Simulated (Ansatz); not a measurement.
One change: `[F][SnH]([Cl])[GeH3]` becomes `[F][SnH]([SH])[Cl]`.

Ansatz, PBE0-D4/def2-TZVP geometries, multiplicity 1. Each molecule was computed in one conformer, which needn't be the lowest.

Elements past krypton have def2 core potentials. Scalar relativity is left out up to krypton.

```tsv
property	`[F][SnH]([Cl])[GeH3]`
size of the dipole moment (ωB97M-V/def2-TZVPP) / D	3.79
HOMO–LUMO gap (ωB97M-V/def2-TZVPP) / eV	10.97
HOMO energy (PBE0/def2-TZVPP) / eV	-8.38
LUMO energy (PBE/def2-TZVPP) / eV	-2.19
HOMO energy (ωB97M-V/def2-TZVPP) / eV	-10.41
HOMO–LUMO gap (B3LYP/def2-TZVPP) / eV	6.55
```

Question: What does the change do to each property? (An estimate is asked.)

Answer: The calculation gave: 
| property | `[F][SnH]([SH])[Cl]` | shift |
| --- | --- | --- |
| size of the dipole moment (ωB97M-V/def2-TZVPP) / D | 2.12 | -1.67 |
| HOMO–LUMO gap (ωB97M-V/def2-TZVPP) / eV | 10.61 | -0.36 |
| HOMO energy (PBE0/def2-TZVPP) / eV | -8.27 | 0.11 |
| LUMO energy (PBE/def2-TZVPP) / eV | -2.80 | -0.61 |
| HOMO energy (ωB97M-V/def2-TZVPP) / eV | -10.48 | -0.07 |
| HOMO–LUMO gap (B3LYP/def2-TZVPP) / eV | 5.82 | -0.73 |

With PBE0 the HOMO rises by 0.11 eV and the LUMO falls by 0.59 eV, so the gap narrows by about 0.70 eV. PBE moves the HOMO by 0.20 eV and ωB97M-V by -0.07 eV. The zero-point energy changes by -37.0 kJ/mol with -6 modes. Dipoles are sizes alone; their direction can turn.

B3LYP here is the variant with VWN-RPA as its local correlation; programs differ in this.
